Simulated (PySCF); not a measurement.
C₂HF₄, SMILES FC([CH]F)(F)F, multiplicity 2. Atoms are numbered in the order given.

```xyz
7

F      1.7860    -0.8823    -0.1271
C      1.0999     0.2330    -0.3193
C     -0.3528     0.1712     0.0120
F     -0.5732     0.0324     1.3361
F     -0.9547    -0.8598    -0.5947
F     -0.9406     1.3102    -0.3800
H      1.6598     1.1702    -0.2640
```
Charge 0, spin multiplicity 2.

Geometry optimised at B3LYP-D3(BJ)/def2-SVP. The isomer is the one that the SMILES or the coordinates give; other isomers of the formula were not compared.

Level of theory: CAM-B3LYP/def2-TZVP in PySCF.

ESP charges are fitted to the potential on shells at 1.4 to 2.0 van der Waals radii. Atomic charges (e):

```
atom  Löwdin  meta-Löwdin  ESP fit  Mulliken spin
----  ------  -----------  -------  -------------
F1      0.21        -0.22    -0.07           0.08
C2     -0.22          ___    -0.13           0.91
C3     -0.72          ___     0.52           0.00
F4      0.19          ___    -0.17           0.03
F5      0.21          ___    -0.16           0.01
F6      0.21          ___    -0.19           0.00
H7      0.13         0.14     0.19          -0.03
```

**Question.** Fill in the missing entries. (Estimate from the structure and the level; the computed values follow.)

**Answer.** 
- C2, meta-Löwdin: 0.11
- C3, meta-Löwdin: 0.77
- F4, meta-Löwdin: -0.28
- F5, meta-Löwdin: -0.27
- F6, meta-Löwdin: -0.27

Computed Mayer and Wiberg (Löwdin basis) orders of the bonds:
| bond | Mayer | Wiberg |
|---|---|---|
| F1–C2 | 1.11 | 1.90 |
| C2–C3 | 1.03 | 1.28 |
| C3–F4 | 1.13 | 1.74 |
| C3–F5 | 1.14 | 1.77 |
| C3–F6 | 1.13 | 1.76 |
| C2–H7 | 0.95 | 0.91 |
